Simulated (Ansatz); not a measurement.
Geometry optimisation, RKS PBE-D4/def2-SVP (Ansatz).

input.yaml

```yaml
crystal:
  periodic: [false, false, false]
  atoms:
    - { symbol: Al, position_ang: [0.036476, 0.64681, -0.415466] }
    - { symbol: F, position_ang: [-0.074402, -0.171062, 2.348687] }
    - { symbol: "N", position_ang: [1.608915, -0.008611, -0.938568] }
    - { symbol: H, position_ang: [1.733895, -0.768565, -1.609677] }
    - { symbol: H, position_ang: [2.505091, 0.209887, -0.496664] }
    - { symbol: "N", position_ang: [-1.534588, 0.051744, -0.99644] }
    - { symbol: H, position_ang: [-1.739873, -0.883743, -1.347886] }
    - { symbol: H, position_ang: [-2.403241, 0.564582, -0.835635] }
    - { symbol: O, position_ang: [-0.0466, 2.115403, 0.564903] }
    - { symbol: H, position_ang: [0.756645, 2.654063, 0.656764] }
    - { symbol: H, position_ang: [-0.200818, 0.754292, 2.281283] }
basis:
  gaussian: { orbitals: def2-SVP }
hamiltonian:
  xc: pbe
  dispersion: d4
relax:
  f_tol: 0.03
  max_steps: 50
output:
  orbitals: {}
```

Command:

```bash
$ ansatz run input.yaml --threads 2 --pin off --max-ram 3072MiB --backend cpu --events-out ev --progress --plain --runs-dir out
```

Task: Where does it end, and by what steps?

Result: It converged. After 20 steps the energy has fallen by 1.324 eV; H11 moved furthest, 1.54 Å. Parted: F2–H11 (0.94 → 2.67 Å). Joined: Al1–F2 (2.88 → 1.70 Å), O9–H11 (2.20 → 0.98 Å).

```csv
step,energy less start (eV),largest force component (eV/Å),accepted
0,0.0000,0.633,yes
1,-0.1910,0.727,yes
2,-0.3012,1.177,yes
3,-0.4106,1.816,yes
4,-0.5209,0.836,yes
5,-0.6529,0.658,yes
6,-0.8210,1.338,yes
7,-0.8756,2.362,yes
8,-1.1217,0.692,yes
9,-1.1577,0.283,yes
10,-1.1829,0.523,yes
11,-1.2140,0.362,yes
12,-1.2280,0.811,yes
13,-1.2521,0.807,yes
14,-1.2804,0.623,yes
15,-1.3000,0.531,yes
16,-1.3101,0.403,yes
17,-1.3192,0.143,yes
18,-1.3159,0.435,no
19,-1.3233,0.062,yes
20,-1.3243,0.026,yes
```

```xyz
11
Properties=species:S:1:pos:R:3
Al -0.200 0.108 0.201
F -0.149 -0.556 1.765
N 1.499 0.284 -0.540
H 1.624 0.323 -1.558
H 2.283 -0.251 -0.150
N -1.606 -0.027 -0.903
H -1.640 -0.737 -1.639
H -2.562 0.156 -0.587
O 0.098 2.015 0.709
H 1.002 1.774 0.249
H 0.294 2.077 1.665
```

Whether the end is a true minimum wasn't checked by a vibrational analysis.

Run time: 36 s on 2 threads of Arm Neoverse V2, on a shared host, peak memory 0.14 GiB.
